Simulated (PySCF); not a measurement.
Computed XPS line lists of a few unrelated compounds.

Method: delta-SCF UKS SCAN, pcX-2 on the ionised atom, pcseg-1 elsewhere, spin-free X2C (PySCF). Geometries: PBE0-D3(BJ)/def2-SVP; isolated species, one conformer each.

Line lists (1s up to Mg, 2p3/2 beyond, nothing for Al or Ge; areas count atoms within a level, one atom standing for each set equivalent by bonding):
1. N 1s: 407.90 eV
2. N 1s: 404.63 eV
3. B 1s: 195.34 eV; C 1s: 289.74 (area 1), 290.05 (area 2) eV; Si 2p3/2: 105.74 eV

Structures:
A. `[GeH3][CH2][SiH2]B(C)C`
B. `[AlH3-][NH3+]`
C. `[NH2][GeH3]`

**Question.** Which list belongs to which compound?

**Answer.** 
- 1 = B: another candidate has the same counts of sites, so positions decide. N 1s: 407.90 nitrogen bonded to Al and 3 H.
- 2 = C: another candidate has the same counts of sites, so positions decide. N 1s: 404.63 nitrogen bonded to Ge and 2 H.
- 3 = A: no other candidate has this set of levels. B 1s: 195.34 three-coordinate boron; C 1s: 289.74 sp3 carbon bound to silicon, 290.05 sp3 carbon bound to boron (×2); Si 2p3/2: 105.74 SiH2 silicon.

For 2p shells one spin-free hole was relaxed; a mean-field spin–orbit operator and the ground-state splitting of the three 2p orbitals were then diagonalised within the shell. The shell's mean is (2 × 2p3/2 + 2p1/2)/3, and the degeneracies 2j + 1 give areas of 2:1.
